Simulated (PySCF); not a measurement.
WO2Cl2, SMILES [Cl][W]([Cl])(=[O])=[O], multiplicity 1.

Geometry optimised at PBE-D3(BJ)/def2-SVP. The multiplicity is an assumed one; no other spin state was optimised. The isomer is the one that the SMILES or the coordinates give; other isomers of the formula were not compared. The def2 effective core potentials stand for the cores of W; spin–orbit coupling is left out.

The numbers are results of PySCF with M06-2X/def2-TZVP, not measurements.

```yaml
total_energy: -1138.04505 hartree
point_group: C2v
highest_occupied_level: -11.34 eV
lowest_empty_level: -2.64 eV
orbital_gap: 8.70 eV
dipole_moment: 2.05 D
quadrupole, principal values (traceless, Buckingham form, about the centre of nuclear charge): -2.92, -1.34, 4.26 D·Å
mean_static_polarisability: 65.7 bohr³ (9.74 Å³)
polarisability_principal_values: 57.5, 63.8, 75.9 bohr³
```
